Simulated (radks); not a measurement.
The gadolinium ion Gd+, configuration [Xe] 4f7 5d1 6s0.5 5f0.5 (fractional occupations, a model configuration).

Calculated with a radial shooting solver on a logarithmic mesh with Libxc functionals: Dirac Kohn-Sham, PBEsol, spin-unpolarised, spherical densities, finite nucleus; open shells are shared between the two j in proportion to 2j + 1; Fermi nuclear charge, rms radius 5.1569 fm.

Energy parts (eV):
total: -306807.85
kinetic: 334487.13
electron-nucleus: -753226.11
Hartree: 118616.46
exchange-correlation: -6685.32

Orbitals (lengths in bohr, moments of r in powers of bohr; r(max) is where P^2 peaks):
orbital      occ.  eigenvalue (eV)   r(max)      <r^2>
1s1/2           2        -50030.01  0.01392  0.0006553
2s1/2           2        -8264.134  0.07920    0.01022
2p1/2           2        -7849.126  0.05982   0.007420
2p3/2           4        -7153.730  0.06565   0.008654
3s1/2           2        -1838.422   0.2246    0.06822
3p1/2           2        -1658.330   0.2117    0.06353
3p3/2           4        -1515.708   0.2241    0.07061
3d3/2           4        -1204.179   0.1780    0.05636
3d5/2           6        -1173.094   0.1815    0.05834
4s1/2           2        -376.7922   0.5160     0.3453
4p1/2           2        -306.6690   0.5203     0.3632
4p3/2           4        -274.8584   0.5465     0.4020
4d3/2           4        -159.2263   0.5542     0.4609
4d5/2           6        -153.4746   0.5627     0.4761
4f5/2           3         -17.5771   0.5642     0.9603
4f7/2           4         -16.8197   0.5691     0.9912
5s1/2           2         -58.1185    1.196      1.997
5p1/2           2         -38.7807    1.302      2.523
5p3/2           4         -34.3921    1.379      2.851
5d3/2         0.4         -10.4044    1.880      6.935
5d5/2         0.6         -10.0661    1.922      7.264
5f5/2    0.214286          -2.0437    9.435      111.6
5f7/2    0.285714          -2.0429    9.440      111.8
6s1/2         0.5         -10.5809    3.131      14.08
6p1/2           0          -7.0482    3.792      21.53
6p3/2           0          -6.5938    4.009      24.06
7s1/2           0          -3.8736    7.903      77.16

The highest occupied level is 5f7/2 at -2.043 eV. The configuration is held as typed, so some empty levels lie below it. The electron density at the nucleus is 6.276e+05 e/bohr^3.
